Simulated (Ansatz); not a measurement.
A nudged elastic band was laid between two geometries of C$_{2}$H$_{5}$FGeO$_{2}$ (11 atoms, charge 0, multiplicity 1).

Computed with RKS PBE0/def2-SVP in Ansatz 0.2.0.

| Item | Value |
| --- | --- |
| movable images | 7 |
| climbing image | yes |
| spring | 2.0 to 10.0 eV/Å², energy-weighted |
| optimiser | quadratic models (default) |
| start path | through a guess of the saddle point |
| force threshold | 0.03 eV/Å |
| iteration limit | 59 |
| end points | relaxed |

Image 0:

```xyz
11
Properties=species:S:1:pos:R:3
C -1.565 -0.464 0.053
C -0.172 -0.130 0.511
F -0.107 -0.306 1.864
O 0.215 1.186 0.217
Ge 1.736 0.570 -0.545
O 0.820 -0.921 -0.087
H -1.792 -1.508 0.307
H -1.647 -0.328 -1.032
H -2.283 0.197 0.557
H 1.826 0.815 -2.056
H 3.034 0.832 0.230
```

Image 8:

```xyz
11
Properties=species:S:1:pos:R:3
C -1.566 -0.461 0.054
C -0.135 -0.260 0.473
F 0.029 -0.789 1.722
O 0.256 1.086 0.507
Ge 1.701 0.695 -0.508
O 0.792 -0.864 -0.389
H -2.231 0.043 0.768
H -1.796 -1.535 0.041
H -1.727 -0.044 -0.948
H 1.681 1.330 -1.903
H 3.060 0.742 0.203
```

**Question.** Which bonds break or form, and what moves?

**Answer.** No bond is made or broken. The dihedral H9–C1–C2–Ge5 goes from -120 to 0°. The two ends are copies of one structure, up to a mirror image or an exchange of like atoms.

**Question.** What energy profile does the band end with?

**Answer.** The forces met the threshold. The highest image is number 4 of 0 to 8, 0.141 eV above the ends, which have the same energy within 2 meV. Another band between the same ends (7 images) ends at a top of the same energy, where a vibrational analysis finds 1 clearly imaginary mode.

```
image  path coordinate (Å)  energy (eV)  dihedral H9–C1–C2–Ge5 (°)
    0                 0.00        0.000                       -120
    1                 0.65        0.046                        -97
    2                 1.05        0.097                        -82
    3                 1.37        0.130                        -71
    4                 1.67        0.141                        -60
    5                 1.97        0.130                        -49
    6                 2.29        0.097                        -38
    7                 2.69        0.046                        -24
    8                 3.34        0.000                          0
```

**Question.** What is the geometry of the highest image?

**Answer.** 
```xyz
11
Properties=species:S:1:pos:R:3
C -1.578 -0.487 0.055
C -0.143 -0.225 0.478
F 0.031 -0.652 1.764
O 0.227 1.128 0.416
Ge 1.714 0.685 -0.514
O 0.810 -0.870 -0.326
H -2.134 -0.955 0.877
H -1.588 -1.158 -0.813
H -2.062 0.460 -0.213
H 1.746 1.226 -1.948
H 3.042 0.791 0.246
```

Time of the run: 4.7 min on 2 threads of Arm Neoverse V1, with other jobs on the host, peak memory 0.34 GiB.
